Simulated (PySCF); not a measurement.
This PySCF input asks for the NMR shieldings of SMILES C=[CH][Al]([CH3])[N](C)C, C5H12AlN; the geometry comes from GFN2-xTB.

```python
import basis_set_exchange as bse
import numpy as np
from pyscf import gto, dft
from pyscf.prop import nmr

atoms = """
C     3.163301   -0.778671   -0.372043
C     1.897525   -1.121664   -0.137834
Al    0.482630    0.267084   -0.019621
C     0.883227    2.218857   -0.011685
N    -1.227975   -0.298034    0.106471
C    -2.347934    0.593101    0.341479
C    -1.658044   -1.677666   -0.012970
H     3.976193   -1.493125   -0.431381
H     3.449517    0.253500   -0.521041
H     1.701507   -2.187344   -0.000481
H     0.447038    2.745137   -0.866958
H     0.498242    2.715876    0.884591
H     1.959852    2.408248   -0.037199
H    -1.980599    1.617569    0.409415
H    -2.867632    0.342344    1.275297
H    -3.080382    0.537565   -0.473874
H    -0.790384   -2.307492   -0.207896
H    -2.145184   -2.025653    0.907065
H    -2.370702   -1.800382   -0.838796
"""
names = dict.fromkeys(["C", "Al", "N", "H"], "pcSseg-1")
basis = {el: gto.basis.parse(bse.get_basis(n, elements=[el], fmt="nwchem")) for el, n in names.items()}
mol = gto.M(atom=atoms, basis=basis, charge=0, verbose=0)
mf = dft.RKS(mol, xc="PBE0")
mf.grids.level = 2
mf.grids.alignment = dft.numint.BLKSIZE   # the property module wants whole blocks of grid points
mf.conv_tol = 1e-9
mf.kernel()

calc = nmr.RKS(mf)   # GIAO
C = mf.mo_coeff
Co = C[:, mf.mo_occ > 0]
resp = mf.gen_response(singlet=True, hermi=2)
def vind(x):   # induced exchange potential for any number of trial vectors
    d = np.einsum("pi,xij,qj->xpq", C, 2 * x.reshape(-1, C.shape[1], Co.shape[1]), Co, optimize=True)
    return np.einsum("xpq,pi,qj->xij", resp(d - d.transpose(0, 2, 1)), C, Co, optimize=True).ravel()
mo1, _ = nmr.rhf.solve_mo1(calc, with_cphf=vind)
sigma = calc.kernel(mo1)
for i, s in enumerate(sigma):   # ppm
    print("%2d %-2s %9.2f" % (i, mol.atom_pure_symbol(i), np.trace(s) / 3))
```

Question: What are the results?

Answer: 
```
 0 C      36.30
 1 C      37.06
 2 Al    360.36
 3 C     204.09
 4 N     188.08
 5 C     142.79
 6 C     142.84
 7 H      24.82
 8 H      25.27
 9 H      24.75
10 H      31.95
11 H      31.91
12 H      31.76
13 H      28.35
14 H      29.02
15 H      29.07
16 H      28.03
17 H      28.97
18 H      29.05
```

These numbers come from an equivalent density-fitted implementation of the same equations, which agrees with the script to about 0.01 ppm for H and up to a few tenths of a ppm for heavy atoms, so last digits may differ.

Size and cost of the density-fitted run: 186 basis functions, 26 s wall time on 1 thread of an Arm Neoverse V2, shared host; peak memory 0.84 GiB.
